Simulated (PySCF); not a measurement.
Sb(H)2(TeH) (H3SbTe), SMILES [SbH2][TeH].

Geometry optimised at PBE0-D3(BJ)/def2-TZVP. The def2 effective core potentials stand for the cores of Sb, Te; spin–orbit coupling is left out.

Calculation: TDA-CAM-B3LYP/def2-SVPD (PySCF).

Vertical excitations.  State labels are in the subgroup Cs.

Computed excitation energies, oscillator strengths and character:
```
state  symmetry  energy (eV)  λ (nm)      f                          main pairs
-----  --------  -----------  ------  -----  ----------------------------------
S1           A"         3.55     350  0.004                      HOMO→LUMO 95 %
S2           A"         4.59     270  0.012                    HOMO→LUMO+1 84 %
S3           A'         5.11     242  0.209  HOMO−1→LUMO 73 %, HOMO→LUMO+2 15 %
S4           A'         5.49     226  0.093  HOMO→LUMO+2 79 %, HOMO−2→LUMO 12 %
S5           A"         5.70     217  0.014  HOMO→LUMO+3 80 %, HOMO→LUMO+1 12 %
S6           A'         5.95     208  0.012                  HOMO−1→LUMO+1 96 %
S7           A"         6.10     203  0.039                  HOMO−1→LUMO+2 92 %
S8           A'         6.42     193  0.074                  HOMO−1→LUMO+3 82 %
S9           A"         6.48     191  0.025                    HOMO→LUMO+4 86 %
S10          A"         6.54     190  0.044                    HOMO→LUMO+5 81 %
T1           A"         3.13     396      0                      HOMO→LUMO 95 %
T2           A'         3.76     329      0                    HOMO−1→LUMO 95 %
T3           A"         4.11     302      0  HOMO→LUMO+1 70 %, HOMO→LUMO+3 21 %
T4           A"         5.07     244      0                  HOMO−1→LUMO+2 83 %
```
Triplets are in the Tamm–Dancoff approximation.
